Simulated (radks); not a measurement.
Isoelectronic series with 16 electrons, each ion in its NIST ground configuration. Method: scalar-relativistic Kohn-Sham, SCAN, spin-polarised, spherical densities, finite nucleus; open shells are filled with parallel spins first (spin-orbit coupling, left out, can overturn this in heavy ions); meta-GGA in the generalised Kohn-Sham scheme; Fermi nuclear charge, rms radius of each element as measured or else 0.836 A^(1/3) + 0.57 fm; computed with a radial shooting solver on a logarithmic mesh with Libxc functionals. Total energies (hartree) and orbital eigenvalues (hartree):

\begin{tabular}{lrrrrr}
ion & configuration & E (hartree) & 3p down & 3p up & 3s down \\ \hline
S & [Ne] 3s2 3p4 & -399.27744 & -0.21581 & -0.29898 & -0.60738 \\
K3+ & [Ne] 3s2 3p4 & -599.33895 & -1.95069 & -2.08815 & -2.62788 \\
Ti6+ & [Ne] 3s2 3p4 & -842.47334 & -4.77411 & -4.96193 & -5.74528 \\
Mn9+ & [Ne] 3s2 3p4 & -1128.89159 & -8.63680 & -8.87360 & -9.91414 \\
Ni12+ & [Ne] 3s2 3p4 & -1458.93691 & -13.52673 & -13.81210 & -15.12752 \\
Ga15+ & [Ne] 3s2 3p4 & -1833.03731 & -19.44197 & -19.77565 & -21.38913 \\
Se18+ & [Ne] 3s2 3p4 & -2251.69472 & -26.38456 & -26.76645 & -28.70774 \\
Rb21+ & [Ne] 3s2 3p4 & -2715.48395 & -34.35888 & -34.78898 & -37.09551 \\
\end{tabular}
